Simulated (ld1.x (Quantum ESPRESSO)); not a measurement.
## An all-electron radial function and its pseudo partner (lithium)

Columns: radius, all-electron u(r) and pseudo u(r) of the 2s shell (level -2.88 eV) of lithium in the configuration [He] 2s1 2p0; LDA (PZ), scalar-relativistic, TM scheme, ld1.x (Quantum ESPRESSO) 7.5.

```csv
r (bohr),all-electron,pseudo
0.210,0.1796,-0.0281
0.420,0.1741,-0.0579
0.630,0.0986,-0.0911
0.840,0.0011,-0.1293
1.050,-0.0974,-0.1737
1.260,-0.1879,-0.2244
1.470,-0.2667,-0.2798
1.680,-0.3333,-0.3358
1.890,-0.3879,-0.3877
2.100,-0.4313,-0.4311
2.310,-0.4644,-0.4644
2.520,-0.4882,-0.4882
2.730,-0.5037,-0.5037
2.940,-0.5120,-0.5120
3.150,-0.5141,-0.5141
3.360,-0.5109,-0.5109
3.570,-0.5032,-0.5032
3.780,-0.4920,-0.4920
3.990,-0.4778,-0.4778
4.200,-0.4615,-0.4615
4.410,-0.4434,-0.4434
4.620,-0.4241,-0.4241
4.830,-0.4040,-0.4040
5.040,-0.3834,-0.3834
5.250,-0.3627,-0.3627
5.460,-0.3420,-0.3420
```

(1) How many radial nodes do the two functions have?

(2) At about which radius was the pseudo-wave matched?

(3) Where does each function peak?

(4) Is the pseudo-wave norm-conserving?

## Answers

(1) The all-electron 2s function has n − l − 1 = 1; the pseudo-wave has 0, since the states of the same l below it are removed with the core.

(2) 2.50 bohr. The columns agree to 0.0005 from 1.89 bohr on; several derivatives are matched, so the curves merge somewhat inside the radius.

(3) Outermost all-electron maximum near 3.15 bohr, pseudo maximum near 3.15 bohr (to the table’s step).

(4) Yes: the TM scheme keeps the norm inside the radius equal to the all-electron one, which fixes the energy derivative of the logarithmic derivative at the level.
